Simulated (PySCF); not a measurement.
Input for PySCF: R-M06-2X/6-31G* on H7NSi2 (SMILES N[SiH2][SiH3]), a point of a torsion scan.

```python
from pyscf import gto, scf, dft, mp
from pyscf.data.elements import chemcore

mol = gto.M(
    atom='''
    N    -1.86826447    0.19708821   -0.21703647
    Si   -0.48412019   -0.63877513    0.40015318
    Si    1.57895487    0.27279495   -0.11628902
    H    -2.08380395    1.10968120    0.15139670
    H    -2.02824209    0.19521872   -1.21154909
    H    -0.73723534   -0.66633601    1.84568833
    H    -0.64877996   -1.99190348   -0.14387853
    H     1.59381152    1.74134312   -0.04805803
    H     2.03093040   -0.04622511   -1.47684090
    H     2.64280054   -0.18326511    0.78274176
    ''',
    basis='6-31g*',
    cart=True,
    charge=0, spin=0, verbose=3, max_memory=1800)
mf = dft.RKS(mol, xc='m062x')
mf.conv_tol = 1e-8
mf.max_cycle = 100
mf.kernel()
if not mf.converged:
    mf = mf.newton().run(mf.mo_coeff, mf.mo_occ)
```

What total energy does the run end on?

-637.8219 hartree.
